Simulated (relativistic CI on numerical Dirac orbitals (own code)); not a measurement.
Calculated at this level of theory: Dirac-Coulomb-Breit CI, KLI orbitals optimised for each configuration, a model potential for QED, unscaled Slater integrals (own radial code, finite nucleus).

The strongest absorption lines from the ground level of an ion, among the configurations computed and to levels below about 950 eV (vacuum wavelength in nm, gf): 2.9771 (0.46), 2.9777 (1.2), 3.0343 (1.1), 3.3077 (0.058), 3.5531 (0.093), 3.5571 (0.27), 3.8436 (0.18), 4.9951 (0.24).

Which ion is it?
A. Ta LIX
B. Tb LI
C. Tb LIII
D. Pm XLVII

B. Tb LI has 15 electrons and the ground level 3s2 3p3 2P°_3/2; the strongest line goes to 3s2 3p2 3d 2D_3/2. The pattern of lines fixes the number of electrons, and along that sequence the line energies rise steadily with the charge (about as its square where n changes within one kind of shell, about linearly where n is kept but much faster in heavy ions where fine structure, which grows about as Z⁴, sets the gap, and irregularly where shells cross), which fixes Z. Configurations outside the model, such as inner-shell arrays, can give stronger lines. At this charge energies of transitions that change n are usually good to better than 1 %, and those within a shell (Δn = 0) to a few per cent.

LS names give the leading component of a level, which can be under half, so a name can repeat, a term be missing and a line seem to break the LS rules.
